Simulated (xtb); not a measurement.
xtb input (GFN2-xTB):

```bash
xtb mol.xyz --gfn 2 --sp --chrg -1 --uhf 0
```
mol.xyz:
```
5

Al     0.07951754    -0.50892024    -0.01259072
O      1.09530182     0.46530510    -0.97250662
H      1.06115209     1.42158845    -1.04595819
O     -1.17764818     0.06171992     0.98554525
H     -1.43610916     0.97817455     1.10532848
```

End of the output:

```
         :::::::::::::::::::::::::::::::::::::::::::::::::::::
         ::                     SUMMARY                     ::
         :::::::::::::::::::::::::::::::::::::::::::::::::::::
         :: total energy             -10.426375929693 Eh    ::
         :: gradient norm              0.076973266205 Eh/a0 ::
         :: HOMO-LUMO gap              2.723844487486 eV    ::
         ::.................................................::
         :: SCC energy               -10.482381032951 Eh    ::
         :: -> isotropic ES            0.224262204728 Eh    ::
         :: -> anisotropic ES         -0.006147757046 Eh    ::
         :: -> anisotropic XC          0.000421053787 Eh    ::
         :: -> dispersion             -0.001817071628 Eh    ::
         :: repulsion energy           0.056005103258 Eh    ::
         :: add. restraining           0.000000000000 Eh    ::
         :: total charge              -1.000000000000 e     ::
         :::::::::::::::::::::::::::::::::::::::::::::::::::::

           -------------------------------------------------
          |                Property Printout                |
           -------------------------------------------------

    * Orbital Energies and Occupations

         #    Occupation            Energy/Eh            Energy/eV
      -------------------------------------------------------------
         1        2.0000           -0.4179157             -11.3721
         2        2.0000           -0.4175585             -11.3623
         3        2.0000           -0.3019920              -8.2176
         4        2.0000           -0.2928010              -7.9675
         5        2.0000           -0.2187723              -5.9531
         6        2.0000           -0.2015882              -5.4855
         7        2.0000           -0.1993642              -5.4250
         8        2.0000           -0.1877467              -5.1088
         9        2.0000            0.0348007               0.9470 (HOMO)
        10                          0.1349001               3.6708 (LUMO)
        11                          0.1714736               4.6660
        12                          0.2262231               6.1558
Note: The following floating-point exceptions are signalling: IEEE_DENORMAL
normal termination of xtb
        13                          0.2344549               6.3798
        14                          0.2789826               7.5915
        15                          0.3550928               9.6626
        16                          0.3961162              10.7789
        17                          0.4040834              10.9957
        18                          0.9105010              24.7760
        19                          1.1284560              30.7069
      -------------------------------------------------------------
                  HL-Gap            0.1000994 Eh            2.7238 eV
             Fermi-level            0.0848504 Eh            2.3089 eV

     #   Z          covCN         q      C6AA      α(0)
     1  13 Al       1.478    -0.110   231.943    37.693
     2   8 O        1.540    -0.612    25.533     6.817
     3   1 H        0.810     0.167     1.305     1.794
     4   8 O        1.540    -0.612    25.533     6.817
     5   1 H        0.810     0.167     1.305     1.794

 Mol. C6AA /au·bohr⁶  :        709.153840
 Mol. C8AA /au·bohr⁸  :      38699.301340
 Mol. α(0) /au        :         54.914517

Wiberg/Mayer (AO) data.
largest (>0.10) Wiberg bond orders for each atom

 ---------------------------------------------------------------------------
     #   Z sym  total        # sym  WBO       # sym  WBO       # sym  WBO
 ---------------------------------------------------------------------------
     1  13 Al   2.185 --     2 O    1.035     4 O    1.035
     2   8 O    1.961 --     1 Al   1.035     3 H    0.913
     3   1 H    0.972 --     2 O    0.913
     4   8 O    1.961 --     1 Al   1.035     5 H    0.913
     5   1 H    0.972 --     4 O    0.913
 ---------------------------------------------------------------------------

Topologies differ in total number of bonds
Writing topology from bond orders to xtbtopo.mol

molecular dipole:
                 x           y           z       tot (Debye)
 q only:       -0.039       0.252       0.006
   full:       -0.163       1.044       0.026       2.686
molecular quadrupole (traceless):
                xx          xy          yy          xz          yz          zz
 q only:       -2.945      -1.315       4.472       4.886       0.917      -1.527
  q+dip:       -2.624      -1.171       3.975       4.383       0.822      -1.351
   full:       -3.251      -1.545       6.068       1.995       0.538      -2.817

           -------------------------------------------------
          | TOTAL ENERGY              -10.426375929693 Eh   |
          | GRADIENT NORM               0.076973266205 Eh/α |
          | HOMO-LUMO GAP               2.723844487486 eV   |
           -------------------------------------------------

------------------------------------------------------------------------
------------------------------------------------------------------------
 total:
 SCF:
```

This state (charge -1, singlet) is run at the relaxed geometry of the species with charge 0 and multiplicity 2.
